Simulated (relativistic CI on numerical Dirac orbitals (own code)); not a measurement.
# Rh³⁺: L-alpha,beta X-ray emission

Computed with this model: Dirac-Coulomb-Breit CI, separate exchange-only KLI orbitals for each configuration, a model potential for QED, valence Slater integrals scaled by 0.8, multiplet model of X-ray emission after core ionisation; configurations [Kr] 4d6 → [He] 2s2 2p5 3s2 3p6 3d10 4s2 4p6 4d6 → [Ar] 3d9 4s2 4p6 4d6; 300 K; Lorentzian 2 eV and Gaussian 0.6 eV FWHM. Energies are those of the free ion, without screening or charge transfer. S is read from ⟨S²⟩ = S(S + 1).

Field parameters in Wybourne normalisation: D4h B²₀ = −7Ds, B⁴₀ = 21(Dq − Dt), B⁴₄ = 21√(5/14) Dq. The field is a parameter set, without covalency.

free ion: ground-state S = 1.98, centroid 2744.80 eV. Peaks (eV, height): 2698.4 (100), 2832.0 (12), 2836.4 (37).

D4h, 10Dq = 32850, Ds = -1500, Dt = 800 cm⁻¹: ground-state S = 0.05, centroid 2744.83 eV. Peaks (eV, height): 2698.2 (100), 2836.2 (39).

Strongest unbroadened transitions for free ion:

| Energy (eV) | Relative strength |
| --- | --- |
| 2697.42 | 19.6 |
| 2697.70 | 19.7 |
| 2697.82 | 8.8 |
| 2697.91 | 13.5 |
| 2698.15 | 14.5 |
| 2698.27 | 15.3 |
| 2698.31 | 6.3 |
| 2698.35 | 100.0 |
| 2698.58 | 20.3 |
| 2698.64 | 35.8 |
| 2698.97 | 7.8 |
| 2831.90 | 11.3 |
| 2835.13 | 12.4 |
| 2835.67 | 7.7 |
| 2836.29 | 6.3 |
| 2836.37 | 10.5 |
| 2836.51 | 6.5 |
| 2837.86 | 22.8 |
